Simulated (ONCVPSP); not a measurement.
**Configuration tests for Au (ONCV)**

| Item | Value |
| --- | --- |
| Element | gold (Au) |
| Generator | ONCVPSP 4.0.1 |
| Type | optimised norm-conserving Vanderbilt (ONCV) |
| Functional | PBE |
| Relativity | scalar-relativistic |
| Frozen core | [Kr] 4d10 4f14 |
| Valence charge | 19 |
| Reference configuration | 5s2 5p6 5d10 (charge +1) |
| Partial waves | 5s: rc 1.35 bohr, ncon 4, nbas 7, qcut 8.7 1/bohr, 3 projectors, debl 1.2 Ha; 5p: rc 1.05 bohr, ncon 4, nbas 9, qcut 8.7 1/bohr, 2 projectors, debl 3.2 Ha; 5d: rc 2.25 bohr, ncon 3, nbas 8, qcut 8 1/bohr, 2 projectors, debl 2 Ha |
| Local potential | polynomial inside 1.00 bohr (lpopt 1, dvloc0 -1 Ha) |
| Core correction | polynomial model core, fcfact 0.55 |

In the s channel the program set the typed energies aside and used -4.295, 0.250, 1.450 Ha.

Energies are relative to the spin-unpolarised reference configuration 5s2 5p6 5d10; without spin polarisation the order of configurations can differ from experiment.

```tsv
valence configuration	charge	ΔE all-electron (eV)	error AE − PS (meV)
5s2 5p6 5d10 6s1	0	-9.409	+2.8
5s2 5p6 5d8	+3	55.086	-1.6
5s2 5p6 5d9 6s2	0	-7.716	+7.2
```

Problem. What are ΔE and the potential's error for 5s2 5p6 5d9?

Solution. ΔE = 21.208 eV all-electron; the error (AE − PS) is -2.1 meV.

Levels in the configuration 5s2 5p6 5d9 6s2:

| level | all-electron (eV) | pseudo (eV) |
| --- | --- | --- |
| 5s | -111.292 | -111.234 |
| 5p | -62.532 | -62.517 |
| 5d | -8.950 | -8.946 |
| 6s | -6.663 | -6.662 |

Note: no bound ghost flagged; GHOST(+) flagged for d at 121.6 eV, s at 478.8 eV.
